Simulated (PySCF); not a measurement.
Relaxation of quartet Li₅

Method: UPBE/[Li def2-SVP], no relativity, density fitting, PySCF. A (50,194) grid was used.

A hand-made trigonal bipyramid start, of D3h symmetry, held to at least that symmetry:

```xyz
5
charge 0 multiplicity 4, angstrom
Li    0.0000    1.6586    0.0000
Li    1.4364   -0.8293    0.0000
Li   -1.4364   -0.8293    0.0000
Li    0.0000    0.0000    2.3557
Li    0.0000    0.0000   -2.3557
```

Optimiser trace:
| step | E − E(last) (kJ/mol) | largest gradient (Eh/bohr) |
| --- | --- | --- |
| 0 | 2.61 | 0.00398 |
| 1 | 2.26 | 0.00367 |
| 2 | 0.08 | 0.00062 |
| 3 | 0.00 | 0.00026 |
| 4 | 0.00 | 0.00028 |

It ends at D3h with Li–Li 2.932 Å (×6), Li–Li 3.037 Å (×3); Li–Li–Li 58.8° (×12), Li–Li–Li 60.0° (×3), Li–Li–Li 62.4° (×6), Li–Li–Li 106.5° (×3) (after a last refinement on a finer grid). The frequency run here used a shortcut that can spoil soft modes, so no verdict on minimum or saddle point is given. Other isomers or separated fragments may lie lower.

Final geometry:
Z-matrix (Å, degrees; charge 0 multiplicity 4):
```
Li
Li 1 3.0371
Li 1 3.0371 2 60.00
Li 2 2.9318 1 58.80 3 -69.54
Li 2 2.9318 1 58.80 3 69.54
```

At this level a doublet minimum of C2v symmetry lies 13 kJ/mol below this structure.

The relaxation took 6.1 s on 2 threads of a shared Arm Neoverse N1 host, with 45 basis functions and 5 gradients; the process peaked at 0.68 GiB.
